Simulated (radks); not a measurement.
The numbers below are computed, except where a source is named.
Task: Excited configurations of neutral osmium: one electron is placed in a higher orbital outside [Xe] 4f14 5d6 6s1. The ground configuration is [Xe] 4f14 5d6 6s2. Code: a radial shooting solver on a logarithmic mesh with Libxc functionals. Model: scalar-relativistic Kohn-Sham, PBE, spin-unpolarised, spherical densities, point nucleus. Excitation = E - E(ground); binding = E(ion) - E, where the ion is the core of charge +1; n* = 1/sqrt(2 binding) in atomic units, and the quantum defect is n - n*.

outer orbital  excitation (eV)  binding (eV)     n*  quantum defect  eigenvalue (eV)  <r> (bohr)
5f                       8.663         0.914  3.857           1.143           -0.433       17.21
6p                       5.058         4.520  1.735           4.265           -2.118       4.387
6d                       7.984         1.593  2.922           3.078           -0.719       10.30
6f                       8.943         0.634  4.632           1.368           -0.366       29.08
7s                       6.978         2.599  2.288           4.712           -1.516       8.314
7p                       7.769         1.808  2.743           4.257           -1.030       11.11
7d                       8.576         1.001  3.687           3.313           -0.561       19.31

Estimate the row for 7f.

Result: excitation (eV) 9.118; binding (eV) 0.459; n* 5.444; quantum defect 1.556; eigenvalue (eV) -0.287; <r> (bohr) 43.55. The Delta-SCF ionisation energy is 9.577 eV (NIST Atomic Spectra Database: 8.438 eV, measured). Self-interaction in the functional shifts the binding energies and quantum defects, so they are the method's values and not measured ones. Spin polarisation and multiplet splitting are left out, so open shells lie too high by an amount that depends on their filling. Spin-orbit splitting is averaged out at the scalar-relativistic level.

Beside tabulated values, note that spin-unpolarised runs miss the spin-polarisation part of the exchange energy of open shells.
